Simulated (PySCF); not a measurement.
Excitations are Tamm–Dancoff values on a coarser integration grid. The basis has no diffuse functions, so Rydberg states are missing or too high.

## H2F2O2Si, SMILES `F[Si](F)(O)O` (H–O–Si–F torsion -43°, F–Si–O–H torsion -84°) (charge 0, multiplicity 1)

All values below come from PBE0-D3(BJ)/def2-TZVP in PySCF 2.14.0.

```yaml
HOMO: -10.17 eV
dipole_moment: 0.506 e·Å
LUMO: 0.27 eV
HOMO–LUMO gap: 10.43 eV
S1 excitation (TDA): 8.80 eV
S1 oscillator strength: 0.005
brightest of the four lowest singlets (TDA): 9.95 eV
T1 excitation (TDA): 8.33 eV
S1–T1 gap (TDA): 0.47 eV
total_energy: -640.7859 Ha
cost: roughly 60 core-seconds
```

```xyz
7

O      1.3319     0.2522    -0.0224
Si    -0.2139    -0.1422     0.2379
O     -1.1775     0.8182    -0.6209
F     -0.4325    -1.6715    -0.1045
F     -0.6279     0.0159     1.7488
H      2.0223    -0.3478     0.2623
H     -0.9024     1.0752    -1.5013
```
Charge 0, spin multiplicity 1.
